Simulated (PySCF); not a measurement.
## Bonding in `Clc1oc2ccccc2p1`

Compound: C7H4ClOP.
Numbering: `[Cl:1][c:2]1[o:3][c:4]2[cH:5][cH:6][cH:7][cH:8][c:9]2[p:10]1` (hydrogens: H11 on C5; H12 on C6; H13 on C7; H14 on C8)

Bond orders from the PBE0/pcSseg-1 density (PySCF). Isolated species at its GFN2-xTB geometry, gas phase.

(1) Where do the orders between heavy atoms depart from those drawn in the SMILES?

(2) Give the Mayer order of every bond between heavy atoms, beside its length.

Answers

(1) The largest departure is 0.533, at O3–C4 (drawn aromatic, 0.967), counting aromatic bonds as 1.5. The bonds drawn aromatic range from 0.97 to 1.50.

(2) 
```csv
bond,drawn as,length (Å),Mayer order
Cl1–C2,single,1.704,1.043
C2–O3,aromatic,1.345,1.062
O3–C4,aromatic,1.351,0.967
C4–C5,aromatic,1.389,1.400
C5–C6,aromatic,1.379,1.478
C6–C7,aromatic,1.395,1.391
C7–C8,aromatic,1.377,1.499
C8–C9,aromatic,1.395,1.349
C9–P10,aromatic,1.790,1.037
P10–C2,aromatic,1.713,1.466
C9–C4,aromatic,1.406,1.247
```

Bonds between the same two heavy elements. C–O: lowest O3–C4 (0.967, 1.351 Å), highest C2–O3 (1.062, 1.345 Å). C–C: lowest C9–C4 (1.247, 1.406 Å), highest C7–C8 (1.499, 1.377 Å). C–P: lowest C9–P10 (1.037, 1.790 Å), highest P10–C2 (1.466, 1.713 Å).

Task: And the bonds to hydrogen?

Result: C–H: 0.95 to 0.96 (4 bonds).

Task: Sum the orders of all bonds at each heavy atom with more than one neighbour and set the sums beside the valence in the SMILES.

Result: C2 3.571 (drawn 4), O3 2.029 (drawn 2), C4 3.614 (drawn 4), C5 3.825 (drawn 4), C6 3.831 (drawn 4), C7 3.853 (drawn 4), C8 3.813 (drawn 4), C9 3.633 (drawn 4), P10 2.503 (drawn 3). Orders between atoms that aren't bonded are not in these sums.

Mayer orders depend on the basis set.

The run behind these numbers computed NMR shieldings as well. Time: 44 s wall. Hardware: one thread, Arm Neoverse V1, on a shared host.
